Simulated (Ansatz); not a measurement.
def2 core potentials replace the inner electrons of Sn.

Species: C5H12O3Sn, SMILES `C=[CH][Sn]([O]C)([O]C)[O]C` (charge 0, multiplicity 1), formula C$_{5}$H$_{12}$O$_{3}$Sn.

Problem. How many basis functions does Ansatz (a program for electronic structure) with frozen-core CCSD(T)/def2-SVP // PBE0-D3(BJ)/def2-SVP use, how many core orbitals are frozen, and how many electrons are correlated?

Solution. 198 basis functions and 12 frozen orbitals, which leaves 64 correlated electrons (filled d shells below the valence shell are correlated). Core time is of the order of minutes.
